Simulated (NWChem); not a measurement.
System: CH5FOSi; SMILES O[SiH2]CF

NWChem input:

```
start job
memory heap 200 mb stack 900 mb global 1100 mb
geometry units angstroms noautoz
  O     -0.964108     1.443803    -0.278191
  Si     0.477311     0.719598     0.135614
  C      0.508164    -1.102930    -0.404839
  F     -0.529866    -1.763524     0.283660
  H     -1.758491     1.045318     0.104994
  H      1.535892     1.479354    -0.575659
  H      0.716836     0.743421     1.605665
  H      1.456964    -1.600198    -0.158729
  H      0.335115    -1.228478    -1.481862
end
basis spherical
  O library def2-svp
  Si library def2-svp
  C library def2-svp
  F library def2-svp
  H library def2-svp
end
dft
  xc r2scan
  grid xcoarse
  iterations 150
  mulliken
end
task dft gradient
```

NWChem printed, in part:

```
             Northwest Computational Chemistry Package (NWChem) 7.3.0
             --------------------------------------------------------

 C1  symmetry detected

                             Geometry "geometry" -> ""
                             -------------------------

 Output coordinates in angstroms (scale by  1.889725989 to convert to a.u.)

  No.       Tag          Charge          X              Y              Z
 ---- ---------------- ---------- -------------- -------------- --------------
    1 O                    8.0000    -0.89522855     1.49991547    -0.19830811
    2 Si                  14.0000     0.51552352     0.70275618     0.18602491
    3 C                    6.0000     0.47822812    -1.09372606    -0.43519186
    4 F                    9.0000    -0.58724946    -1.74364995     0.22076396
    5 H                    1.0000    -1.70591360     1.11580867     0.16489582
    6 H                    1.0000     1.60545187     1.45188799    -0.48820792
    7 H                    1.0000     0.74991054     0.65180864     1.65621428
    8 H                    1.0000     1.40615377    -1.63780980    -0.20937354
    9 H                    1.0000     0.30477295    -1.16439997    -1.51713701

 Effective nuclear repulsion energy (a.u.)     173.3148500867

                                 NWChem DFT Module
                                 -----------------

 Summary of "ao basis" -> "ao basis" (spherical)
 ------------------------------------------------------------------------------
       Tag                 Description            Shells   Functions and Types
 ---------------- ------------------------------  ------  ---------------------
 O                          def2-svp                 6       14   3s2p1d
 Si                         def2-svp                 8       18   4s3p1d
 C                          def2-svp                 6       14   3s2p1d
 F                          def2-svp                 6       14   3s2p1d
 H                          def2-svp                 3        5   2s1p

            General Information
            -------------------
          SCF calculation type: DFT
          Wavefunction type:  closed shell.
          No. of atoms     :     9
          No. of electrons :    42
           Alpha electrons :    21
            Beta electrons :    21
          Charge           :     0
          Spin multiplicity:     1
          Use of symmetry is: off; symmetry adaption is: off
          Maximum number of iterations: 150
          AO basis - number of functions:    85
                     number of shells:    41
          Convergence on energy requested:  1.00D-06
          Convergence on density requested:  1.00D-05
          Convergence on gradient requested:  5.00D-04

              XC Information
              --------------
                      r^2SCAN Method XC Functional
               r^2SCAN metaGGA Exchange Functional  1.000
                     r^2SCAN Correlation Potential  1.000

             Grid Information
             ----------------
          Grid used for XC integration:  xcoarse
          Radial quadrature: Mura-Knowles
          Angular quadrature: Lebedev.
          Tag              B.-S. Rad. Rad. Pts. Rad. Cut. Ang. Pts.
          ---              ---------- --------- --------- ---------
          O                   0.60       21          10.0       194
          Si                  1.10       42           8.0       194
          C                   0.70       21           8.0       194
          F                   0.50       21          10.0       194
          H                   0.35       21          10.0       194
          Grid pruning is: on
          Number of quadrature shells:   210
          Spatial weights used:  Erf1

      Superposition of Atomic Density Guess
      -------------------------------------

 Sum of atomic energies:        -502.84341514

      Non-variational initial energy
      ------------------------------

 Total energy =    -504.141311
 1-e energy   =   -1040.059971
 2-e energy   =     362.603809
 HOMO         =      -0.336424
 LUMO         =       0.043614

     ---------------------------------------------
      Total Density - Mulliken Population Analysis
     ---------------------------------------------

    Atom       Charge   Shell Charges
 -----------   ------   -------------------------------------------------------
    1 O    8     8.78   1.99  1.10  0.64  3.09  1.95  0.00
    2 Si  14    13.17   2.00  1.99  0.97  0.22  5.94  1.04  0.79  0.23
    3 C    6     5.90   1.99  0.94  0.28  1.76  0.89  0.04
    4 F    9     9.47   1.99  1.14  0.79  3.45  2.09  0.00
    5 H    1     0.65   0.52  0.07  0.06
    6 H    1     1.10   0.70  0.38  0.01
    7 H    1     1.10   0.71  0.39  0.01
    8 H    1     0.91   0.68  0.21  0.02
    9 H    1     0.92   0.69  0.21  0.02

   convergence    iter        energy       DeltaE   RMS-Dens  Diis-err
 ---------------- ----- ----------------- --------- --------- ---------
 d= 0,ls=0.0,diis     1   -505.2153920123 -6.79D+02  1.73D-02  7.42D-01
 d= 0,ls=0.0,diis     2   -505.0795134220  1.36D-01  1.13D-02  2.19D+00
 d= 0,ls=0.0,diis     3   -505.2960894514 -2.17D-01  1.29D-03  2.44D-02
 d= 0,ls=0.0,diis     4   -505.2980953446 -2.01D-03  5.02D-04  2.86D-03
 d= 0,ls=0.0,diis     5   -505.2983061322 -2.11D-04  1.76D-04  7.78D-04
  Resetting Diis
 d= 0,ls=0.0,diis     6   -505.2983777963 -7.17D-05  3.87D-05  1.13D-05
 d= 0,ls=0.0,diis     7   -505.2983789503 -1.15D-06  2.26D-05  1.28D-06
 d= 0,ls=0.0,diis     8   -505.2983788548  9.54D-08  1.25D-05  2.08D-06
 d= 0,ls=0.0,diis     9   -505.2983791119 -2.57D-07  8.04D-07  5.54D-09

         Total DFT energy =     -505.298379111895
      One electron energy =    -1043.219308414821
           Coulomb energy =      411.769379977648
    Exchange-Corr. energy =      -47.163300761411
 Nuclear repulsion energy =      173.314850086688

 Numeric. integr. density =       42.000428662593

                       DFT Final Molecular Orbital Analysis
                       ------------------------------------

 Vector   19  Occ=2.000000D+00  E=-3.044058D-01
              MO Center= -1.4D-01, -1.3D+00, -1.3D-01, r^2= 2.1D+00
   Bfn.  Coefficient  Atom+Function         Bfn.  Coefficient  Atom+Function
  ----- ------------  ---------------      ----- ------------  ---------------
    52      0.428779  4 F  pz                50      0.305131  4 F  px
    55     -0.304535  4 F  pz                81     -0.256156  9 H  s
    53     -0.220631  4 F  px                76      0.216635  8 H  s
    38      0.202024  3 C  pz                36      0.146695  3 C  px
    82     -0.140414  9 H  s                  5     -0.130811  1 O  py

 Vector   20  Occ=2.000000D+00  E=-2.907862D-01
              MO Center=  1.9D-02,  8.5D-01,  1.5D-01, r^2= 3.2D+00
   Bfn.  Coefficient  Atom+Function         Bfn.  Coefficient  Atom+Function
  ----- ------------  ---------------      ----- ------------  ---------------
     6      0.413062  1 O  pz                 9      0.299218  1 O  pz
    71     -0.241886  7 H  s                 66      0.222184  6 H  s
    72     -0.207428  7 H  s                 67      0.201812  6 H  s
    51     -0.198527  4 F  py                23      0.152575  2 Si py
    54      0.147941  4 F  py                24     -0.124821  2 Si pz

 Vector   21  Occ=2.000000D+00  E=-2.576470D-01
              MO Center= -1.2D-02, -2.0D-01, -4.0D-02, r^2= 3.2D+00
   Bfn.  Coefficient  Atom+Function         Bfn.  Coefficient  Atom+Function
  ----- ------------  ---------------      ----- ------------  ---------------
    37      0.312110  3 C  py                51      0.306754  4 F  py
     5      0.242070  1 O  py                 6      0.231967  1 O  pz
    54     -0.231320  4 F  py                35      0.210160  3 C  s
     9      0.186598  1 O  pz                 8      0.181482  1 O  py
    23     -0.182032  2 Si py                40      0.167252  3 C  py

 Vector   22  Occ=0.000000D+00  E= 4.345135D-03
              MO Center=  1.6D-01,  3.2D-01,  1.7D-01, r^2= 3.8D+00
   Bfn.  Coefficient  Atom+Function         Bfn.  Coefficient  Atom+Function
  ----- ------------  ---------------      ----- ------------  ---------------
    25      0.815622  2 Si px                 3      0.576690  1 O  s
    67     -0.379580  6 H  s                 26     -0.291192  2 Si py
    62     -0.280198  5 H  s                 35     -0.249981  3 C  s
    49      0.247356  4 F  s                 22      0.204158  2 Si px
    39      0.185259  3 C  px                41     -0.181951  3 C  pz

[...]

                         DFT ENERGY GRADIENTS

    atom               coordinates                        gradient
                 x          y          z           x          y          z
   1 O      -1.691737   2.834429  -0.374748   -0.001586   0.000484   0.000163
   2 Si      0.974198   1.328017   0.351536    0.002197   0.001567   0.003318
   3 C       0.903720  -2.066843  -0.822393    0.005973  -0.001930  -0.006109
   4 F      -1.109741  -3.295021   0.417183   -0.002030  -0.002176   0.001241
   5 H      -3.223709   2.108573   0.311608    0.001459   0.000875  -0.000623
   6 H       3.033864   2.743670  -0.922579   -0.002226  -0.000862   0.001280
   7 H       1.417125   1.231740   3.129791   -0.000041   0.000373  -0.003653
   8 H       2.657245  -3.095012  -0.395659   -0.004048   0.001769  -0.000481
   9 H       0.575937  -2.200397  -2.866973    0.000303  -0.000100   0.004864
```

Level: r2SCAN/def2-SVP. All runs use the structure optimised with B3LYP/6-31G* (spherical d).
